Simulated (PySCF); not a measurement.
C5H9O2 (SMILES CC(=[OH+])C=C(C)O), charge +1, singlet, geometry from GFN2-xTB; M062X/STO-3G run with PySCF.

PySCF was given this input:
```python
from pyscf import gto, scf, dft

mol = gto.Mole()
mol.atom = '''
    C    -2.48553592    0.48909195    0.71341583
    C    -1.22323691    0.15553164    0.01904527
    O    -1.25536073   -0.16408523   -1.24201655
    C    -0.00559831    0.17735760    0.69281024
    C     1.22217629   -0.12344282    0.11028633
    C     2.47256752   -0.07506497    0.89831110
    O     1.27456341   -0.44971797   -1.14834985
    H    -2.32769863    0.74201702    1.75626026
    H    -3.17634971   -0.35487903    0.65755391
    H    -2.97374805    1.33074930    0.21759676
    H    -2.14528276   -0.15517639   -1.63306037
    H    -0.01394516    0.44488625    1.73503409
    H     3.14866694    0.67142209    0.47551487
    H     2.29381265    0.16938546    1.93981243
    H     2.98862140   -1.03573483    0.84440969
    H     2.17006599   -0.64308475   -1.47340301
'''
mol.basis = 'sto-3g'
mol.charge = 1
mol.verbose = 4
mol.build()

mf = dft.RKS(mol)
mf.xc = 'm062x'
mf.DIIS = scf.EDIIS
mf.kernel()
mf.analyze()
```

What the program printed (banner, timings and long lists left out):

```
PySCF version 2.14.0

[INPUT] verbose = 4
[INPUT] num. atoms = 16
[INPUT] num. electrons = 54
[INPUT] charge = 1
[INPUT] spin (= nelec alpha-beta = 2S) = 0
[INPUT] symmetry False subgroup None
[INPUT] Mole.unit = angstrom
[INPUT] Symbol           X                Y                Z      unit          X                Y                Z       unit  Magmom
[...]
nuclear repulsion = 308.568792533201
number of shells = 30
number of NR pGTOs = 132
number of NR cGTOs = 44
basis = sto-3g
ecp = {}

******** <class 'pyscf.dft.rks.RKS'> ********
method = RKS
initial guess = minao
damping factor = 0
level_shift factor = 0
DIIS = <class 'pyscf.scf.diis.EDIIS'>
diis_start_cycle = 1
diis_space = 8
diis_damp = 0
SCF conv_tol = 1e-09
SCF conv_tol_grad = None
SCF max_cycles = 50
direct_scf = True
direct_scf_tol = 1e-13
XC library pyscf.dft.libxc version 7.1.2
    S. Lehtola, C. Steigemann, M. J. T. Oliveira, and M. A. L. Marques,  SoftwareX 7, 1–5 (2018)
XC functionals = m062x
    Y. Zhao and D. G. Truhlar,  Theor. Chem. Acc. 120, 215 (2008)
    Y. Zhao and D. G. Truhlar,  Theor. Chem. Acc. 120, 215 (2008)
radial grids:
    Treutler-Ahlrichs [JCP 102, 346 (1995); DOI:10.1063/1.469408] (M4) radial grids

becke partition: Becke, JCP 88, 2547 (1988); DOI:10.1063/1.454033
pruning grids: <function nwchem_prune>
grids dens level: 3
symmetrized grids: False
atomic radii adjust function: <function treutler_atomic_radii_adjust>
small_rho_cutoff = 0
Set gradient conv threshold to 3.16228e-05
Initial guess from minao.
tot grids = 187032
init E= -343.431871644659
[...]
cycle= 1 E= -341.5848625084  delta_E= 1.85  |g|= 0.631  |ddm|=    5
[...]
cycle= 2 E= -341.567334774987  delta_E= 0.0175  |g|= 0.742  |ddm|= 1.55
[...]
cycle= 3 E= -341.712523016681  delta_E= -0.145  |g|= 0.0916  |ddm|= 0.875
[...]
cycle= 4 E= -341.71252301672  delta_E= -3.87e-11  |g|= 0.0916  |ddm|= 1.14e-09
[...]
cycle= 5 E= -341.712523016611  delta_E= 1.09e-10  |g|= 0.0916  |ddm|= 3.04e-09
[...]
cycle= 6 E= -341.712523015991  delta_E= 6.21e-10  |g|= 0.0916  |ddm|= 1.75e-08
[...]
cycle= 7 E= -341.712523016515  delta_E= -5.24e-10  |g|= 0.0916  |ddm|= 1.47e-08
[...]
cycle= 8 E= -341.712523021467  delta_E= -4.95e-09  |g|= 0.0916  |ddm|= 1.39e-07
[...]
cycle= 9 E= -341.712523016679  delta_E= 4.79e-09  |g|= 0.0916  |ddm|= 1.35e-07
[...]
cycle= 10 E= -341.705436798055  delta_E= 0.00709  |g|= 0.185  |ddm|= 0.169
[...]
cycle= 11 E= -341.711166714115  delta_E= -0.00573  |g|= 0.118  |ddm|= 0.326
[...]
cycle= 12 E= -341.714695936454  delta_E= -0.00353  |g|= 0.0414  |ddm|= 0.155
[...]
cycle= 13 E= -341.714695936089  delta_E= 3.65e-10  |g|= 0.0414  |ddm|= 6.99e-08
[...]
cycle= 14 E= -341.714695936366  delta_E= -2.78e-10  |g|= 0.0414  |ddm|= 5.35e-08
[...]
cycle= 15 E= -341.714695936229  delta_E= 1.37e-10  |g|= 0.0414  |ddm|= 2.65e-08
[...]
cycle= 16 E= -341.714695936308  delta_E= -7.88e-11  |g|= 0.0414  |ddm|= 1.5e-08
[...]
cycle= 17 E= -341.714695936277  delta_E= 3.13e-11  |g|= 0.0414  |ddm|= 5.88e-09
[...]
cycle= 18 E= -341.714695936241  delta_E= 3.64e-11  |g|= 0.0414  |ddm|= 6.76e-09
[...]
cycle= 19 E= -341.714532075948  delta_E= 0.000164  |g|= 0.0486  |ddm|= 0.0886
[...]
cycle= 20 E= -341.715010293644  delta_E= -0.000478  |g|= 0.025  |ddm|= 0.0765
[...]
cycle= 21 E= -341.715183647864  delta_E= -0.000173  |g|= 0.00708  |ddm|= 0.0233
[...]
cycle= 22 E= -341.715183647832  delta_E= 3.18e-11  |g|= 0.00708  |ddm|= 1.24e-08
[...]
cycle= 23 E= -341.715183648086  delta_E= -2.53e-10  |g|= 0.00708  |ddm|= 1.83e-07
[...]
cycle= 24 E= -341.715183647815  delta_E= 2.7e-10  |g|= 0.00708  |ddm|= 1.82e-07
[...]
cycle= 25 E= -341.715183647882  delta_E= -6.73e-11  |g|= 0.00708  |ddm|= 2.94e-08
[...]
cycle= 26 E= -341.71518364787  delta_E= 1.25e-11  |g|= 0.00708  |ddm|= 4.58e-09
[...]
cycle= 27 E= -341.715141469098  delta_E= 4.22e-05  |g|= 0.0141  |ddm|= 0.0185
[...]
cycle= 28 E= -341.715147915865  delta_E= -6.45e-06  |g|= 0.0133  |ddm|= 0.027
[...]
cycle= 29 E= -341.715196506849  delta_E= -4.86e-05  |g|= 0.0025  |ddm|= 0.0172
[...]
cycle= 30 E= -341.715196506863  delta_E= -1.36e-11  |g|= 0.0025  |ddm|= 1.06e-07
[...]
cycle= 31 E= -341.715196506826  delta_E= 3.68e-11  |g|= 0.0025  |ddm|= 1.57e-07
[...]
cycle= 32 E= -341.715196506905  delta_E= -7.89e-11  |g|= 0.0025  |ddm|= 7.82e-08
[...]
cycle= 33 E= -341.715196506842  delta_E= 6.3e-11  |g|= 0.0025  |ddm|= 9.94e-08
[...]
cycle= 34 E= -341.71519650683  delta_E= 1.21e-11  |g|= 0.0025  |ddm|= 3.57e-08
[...]
cycle= 35 E= -341.715191344554  delta_E= 5.16e-06  |g|= 0.00482  |ddm|= 0.003
[...]
cycle= 36 E= -341.715194238657  delta_E= -2.89e-06  |g|= 0.00386  |ddm|= 0.0076
[...]
cycle= 37 E= -341.715196364323  delta_E= -2.13e-06  |g|= 0.00266  |ddm|= 0.00669
[...]
cycle= 38 E= -341.715198282274  delta_E= -1.92e-06  |g|= 0.000648  |ddm|= 0.00247
[...]
cycle= 39 E= -341.715198276204  delta_E= 6.07e-09  |g|= 0.000674  |ddm|= 0.000371
[...]
cycle= 40 E= -341.715198269288  delta_E= 6.92e-09  |g|= 0.000679  |ddm|= 0.000429
[...]
cycle= 41 E= -341.715198261008  delta_E= 8.28e-09  |g|= 0.0007  |ddm|= 7.39e-05
[...]
cycle= 42 E= -341.715198261779  delta_E= -7.71e-10  |g|= 0.000696  |ddm|= 0.00023
[...]
cycle= 43 E= -341.715198232832  delta_E= 2.89e-08  |g|= 0.000763  |ddm|= 0.000153
[...]
cycle= 44 E= -341.715198016138  delta_E= 2.17e-07  |g|= 0.00114  |ddm|= 0.00246
[...]
cycle= 45 E= -341.715198153017  delta_E= -1.37e-07  |g|= 0.000956  |ddm|= 0.00199
[...]
cycle= 46 E= -341.715198406218  delta_E= -2.53e-07  |g|= 0.000103  |ddm|= 0.00108
[...]
cycle= 47 E= -341.715198405088  delta_E= 1.13e-09  |g|= 0.00012  |ddm|= 2.33e-05
[...]
cycle= 48 E= -341.715198393617  delta_E= 1.15e-08  |g|= 0.000228  |ddm|= 0.000453
[...]
cycle= 49 E= -341.715198398623  delta_E= -5.01e-09  |g|= 0.000189  |ddm|= 0.000539
[...]
cycle= 50 E= -341.715198407446  delta_E= -8.82e-09  |g|= 8.4e-05  |ddm|= 0.00031
SCF not converged.
SCF energy = -341.715198407446
**** SCF Summaries ****
Total Energy =                        -341.715198407446280
Nuclear Repulsion Energy =             308.568792533200565
One-electron Energy =                -1065.297978836176753
Two-electron Energy =                  415.013987895529908
Two-electron Coulomb Energy =          462.326776284055882
DFT Exchange-Correlation Energy =      -47.312788388525973
HOMO-LUMO gap [eV] =                     7.567394243984133
**** MO energy ****
[...]
 ** Mulliken pop on meta-lowdin orthogonal AOs  **
 ** Mulliken pop  **
 ** Mulliken atomic charges  **
charge of    0C =     -0.15782
charge of    1C =      0.21776
charge of    2O =     -0.04819
charge of    3C =     -0.13553
charge of    4C =      0.21777
charge of    5C =     -0.15781
charge of    6O =     -0.04814
charge of    7H =      0.09201
charge of    8H =      0.09117
charge of    9H =      0.09098
charge of   10H =      0.23797
charge of   11H =      0.08761
charge of   12H =      0.09196
charge of   13H =      0.09205
charge of   14H =      0.09020
charge of   15H =      0.23801

WARN: System has nonzero charge 1; the dipole moment is origin-dependent.
Location of origin: [0. 0. 0.]

Dipole moment(X, Y, Z, Debye):  0.00859, -0.19481, -0.79774
```

Convergence was not reached.
